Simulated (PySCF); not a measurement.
Dipole moment and polarisability of `N#C[SiH2]C#N`

Compound: C2H2N2Si.
Geometry (PBE0-D3(BJ)/def2-SVP, Å), atoms numbered from 1 in this order:
```
atom  x, y, z in Å
N1    -2.4260   -1.1915   -0.0159
C2    -1.4847   -0.5151   -0.0124
Si3   -0.0005    0.5894    0.0017
C4     1.4896   -0.5070   -0.0237
N5     2.4335   -1.1797   -0.0375
H6     0.0017    1.3841    1.2529
H7    -0.0070    1.4297   -1.2193
```

Level: CAM-B3LYP/def2-SVPD (PySCF), static field, nuclei fixed, core orbitals frozen in the response. The polarisability tensor in these axes (au):

```
x   67.40  0.03 -0.12
y    0.03 53.27  0.16
z   -0.12  0.16 42.63
```

Q: What are the eigenvalues, a third of the trace, and Δα (Δα² = ½Σ(αi − αj)² over the three pairs)?

A: Principal values 42.62, 53.27 and 67.40 au; mean 54.43 au = 8.07 Å³ = 8.97 × 10⁻⁴⁰ C²·m²/J; Δα = 21.53 au (40 % of the mean).

Q: What is the dipole moment, and where does it point?

A: (-0.01, 3.83, 0.06) D, 3.83 D in size, pointing from the negative to the positive side. Measured along this direction, the outermost atoms are N1 and N5 at the negative end and H7 and H6 at the positive end.

Q: What would n − 1 = 2πNα be for an ideal gas of these molecules at 500 K and 1 atm, electronic part alone?

A: N = p/kT = 1.4678 × 10¹⁹ cm⁻³, so n − 1 = 2π × N × 8.07 × 10⁻²⁴ cm³ = 744 × 10⁻⁶ at long wavelengths, for an ideal gas.

Q: What are the principal values of the traceless quadrupole moment, Θ = ½Σq(3rr − r²1), about the centre of nuclear charge?

A: -15.20, 6.40, 8.80 D·Å. The values depend on the origin, since the dipole doesn't vanish. The electronic extent ⟨r²⟩ about the same centre is 594 bohr², a root-mean-square distance of 1.99 Å for the 42 electrons.

Q: Estimate the molar refractivity from the static electronic polarisability.

A: Lorentz–Lorenz: R = (4π/3)N_A α = 2.5225 cm³/(mol·Å³) × 8.07 Å³ = 20.3 cm³/mol, in the limit of long wavelengths.

Geometry: PBE0-D3(BJ)/def2-SVP; no solvent, vibrations or thermal averaging.
